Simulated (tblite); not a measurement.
C₄H₇ClGeO.
Geometry (GFN2-xTB, Å), atoms numbered from 1 in this order:
```xyz
14
C4H7ClGeO angstrom
C     -2.1639   -1.0560    0.0241
Ge    -1.3138    0.6835   -0.3875
Cl    -1.7238    2.0130    1.2000
C      0.6498    0.5485   -0.5504
C      1.4387    0.1014    0.4260
C      2.8919   -0.0046    0.2827
O      3.6392   -0.4400    1.1193
H     -1.7453   -1.4618    0.9419
H     -3.2343   -0.9307    0.1622
H     -1.9966   -1.7686   -0.7774
H     -1.8509    1.3178   -1.6624
H      1.1059    0.8516   -1.4851
H      1.0331   -0.2087    1.3810
H      3.2695    0.3541   -0.6964
```

Calculated harmonic vibrations of the isolated species, GFN2-xTB (tblite), most abundant isotopes, no scaling. This tight-binding method is rough: wavenumbers can miss measured ones by several per cent, in bad cases by 10 to 20. Modes of hydrogen on germanium can be 10 to 20 % off. One conformer, not necessarily the lowest. The optimisation stopped once no atom felt more than 0.01 eV/Å.

Lowest wavenumbers of the output (negative numbers stand for imaginary wavenumbers):
```
mode    cm-1
  1     -28.6
  2      72.8
  3      81.0
  4     104.1
  5     110.4
  6     146.0
  7     193.3
  8     249.0
  9     283.2
 10     370.2
```

**Question.** Is this structure a minimum?

**Answer.** Not by this Hessian. 1 mode is imaginary beyond 20i (29i cm⁻¹), so at this level the point lies at or near a first-order saddle. The curvature is small, so loose convergence or finite differences may be the whole cause.

**Question.** Which atoms move in the imaginary mode?

**Answer.** 29i: Cl3 (chlorine bonded to Ge) 18 %, O7 (aldehyde oxygen) 16 %, C4 (alkene CH carbon) 13 %, H12 (vinylic hydrogen) 12 %. These are shares of the mass-weighted motion.

**Question.** What is the remedy?

**Answer.** Step along that mode in both directions, optimise again with tighter thresholds and repeat the frequencies. The zero-point energy of this point (58.6 kcal/mol) counts the 35 real modes alone, and thermal corrections from it aren't those of a minimum.
